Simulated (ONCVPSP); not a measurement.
**Cutoff test, nitrogen (N), ONCV**

| Quantity | Value |
| --- | --- |
| Element | N |
| Generator | ONCVPSP 4.0.1 |
| Type | optimised norm-conserving Vanderbilt (ONCV) |
| Functional | PBE |
| Relativity | fully relativistic |
| Frozen core | [He] |
| Valence charge | 5 |
| Reference configuration | 2s2 2p3 |
| Partial waves | 2s: rc 1.00 bohr, ncon 4, nbas 8, qcut 5.1 1/bohr, local; 2p: rc 2.10 bohr, ncon 4, nbas 8, qcut 8.2 1/bohr, 3 projectors, debl 2.3 Ha |
| Local potential | the s channel |
| Core correction | none |

Open shells are filled in proportion to 2j + 1.

**Question.** For each optimised wave give the share of its norm inside rc, the residual kinetic energy above qcut (Ha) and the cutoffs (Ha) for errors of 10, 1, 0.1 and 0.01 mHa per electron.

**Answer.**

```json
{"wave": "2s", "norm inside rc": "0.331", "residual KE": "1.5e-02", "10 mHa": "15.4", "1 mHa": "134.3", "0.1 mHa": "173.8", "0.01 mHa": "228.1"}
{"wave": "2p j=3/2", "norm inside rc": "0.808", "residual KE": "2.1e-09", "10 mHa": "13.8", "1 mHa": "18.4", "0.1 mHa": "22.2", "0.01 mHa": "25.4"}
{"wave": "p projector 2 j=3/2", "norm inside rc": "0.281", "residual KE": "1.7e-07", "10 mHa": "16.8", "1 mHa": "21.8", "0.1 mHa": "25.9", "0.01 mHa": "29.1"}
{"wave": "p projector 3 j=3/2", "norm inside rc": "0.187", "residual KE": "6.4e-06", "10 mHa": "20.4", "1 mHa": "24.9", "0.1 mHa": "28.9", "0.01 mHa": "33.2"}
{"wave": "2p j=1/2", "norm inside rc": "0.809", "residual KE": "2.1e-09", "10 mHa": "13.8", "1 mHa": "18.4", "0.1 mHa": "22.2", "0.01 mHa": "25.4"}
{"wave": "p projector 2 j=1/2", "norm inside rc": "0.281", "residual KE": "1.7e-07", "10 mHa": "16.8", "1 mHa": "21.8", "0.1 mHa": "25.9", "0.01 mHa": "29.1"}
{"wave": "p projector 3 j=1/2", "norm inside rc": "0.187", "residual KE": "6.4e-06", "10 mHa": "20.4", "1 mHa": "24.9", "0.1 mHa": "28.9", "0.01 mHa": "33.3"}
```

The occupied waves need 134 Ha and 174 Ha for 1 and 0.1 mHa. 1 of 4 tests not solved or not reliable.
